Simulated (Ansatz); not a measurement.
Cost and result for the atomization energy of C2H6AlIO (11 atoms, 10 bonds).

Cartesian coordinates in Å:
```
C -1.4414 0.7343 0.3839
Al 0.3766 0.8798 -0.3406
C 1.3839 -0.8156 0.0562
O 0.8605 -1.8898 0.5873
I 0.6861 -0.5469 -2.5416
H -1.8771 -0.2668 0.2912
H -2.1185 1.4075 -0.1506
H -1.4796 1.0222 1.4401
H 1.2382 2.2081 -0.3770
H 2.4283 -1.0181 -0.1941
H -0.0570 -1.7146 0.8452
```

The species carries charge 0 and has multiplicity 1. Correlated methods include outer-core shells of I, which these sets cover unevenly. I takes the def2 core potential. The bonds changed during the relaxation, so this is another structure than the one it started from. All single points use the PBE0-D4/def2-TZVP geometry. It is one conformer, not always the lowest. Program: Ansatz. All runs use 4 threads of an Arm Neoverse V2 on a shared host. Times are those of one run each, without the atoms' runs, and a repeat can differ threefold. Electronic energies, without spin–orbit coupling; frozen cores. CCSD(T)/CBS adds CCSD(T) − MP2 in def2-TZVPP to the MP2 limit, and its time is that of the two runs behind it. T1 = 0.014. With those shells the extrapolation isn't a true limit. B3LYP takes the VWN-RPA correlation (the form of Gaussian; ORCA's B3LYP/G).

CCSD(T)/CBS is a level of theory with its own doubt, some kJ/mol a heavy atom from the limit and from the frozen cores, so smaller differences don't rank the functionals.

```tsv
level	functions	wall time	atomization (kJ/mol)	difference from CCSD(T)/CBS	per bond
PBE-D4/def2-TZVPP (with forces)	269	3.2 s	3795.0	66.3	6.6
PBE0-D4/def2-TZVPP	269	4.2 s	3720.7	-8.0	-0.8
r2SCAN-D4/def2-TZVPP (with forces)	269	6.5 s	3744.4	15.7	1.6
B3LYP-D4/def2-TZVPP (with forces)	269	6.5 s	3710.0	-18.7	-1.9
B2PLYP/def2-TZVPP	269	8 s	3665.1	-63.6	-6.4
ωB97X-V/def2-TZVPP	269	11 s	3714.8	-13.9	-1.4
ωB97M-V/def2-TZVPP (with forces)	269	15 s	3718.0	-10.7	-1.1
MP2/def2-QZVPP	503	29 s	3739.5	10.8	1.1
CCSD(T)/def2-TZVPP	269	6.4 min	3621.0	-107.7	-10.8
CCSD(T)/CBS(def2)	–	6.8 min	3728.7	0.0	0.0
```

The D4 term adds +43.0 kJ/mol with B3LYP and +22.8 kJ/mol with PBE0; it sums over pairs of atoms, weighted by their polarisabilities, and B3LYP, whose exchange is more repulsive, gets the larger term. In def2-TZVPP, CCSD(T) changes the Hartree–Fock value by +947.7 kJ/mol (the triples alone add +63.7 kJ/mol) and MP2 by +1003.0 kJ/mol; breaking electron pairs costs correlation energy, which Hartree–Fock lacks. From PBE to PBE0 (25 % exact exchange), in def2-TZVPP and without D4, the atomization energy moves by −70.6 kJ/mol: exact exchange takes away binding that semilocal exchange gives to molecules.

Spin–orbit coupling would lower the free I atoms strongly, and the atomization energy with them, by more than many differences here.
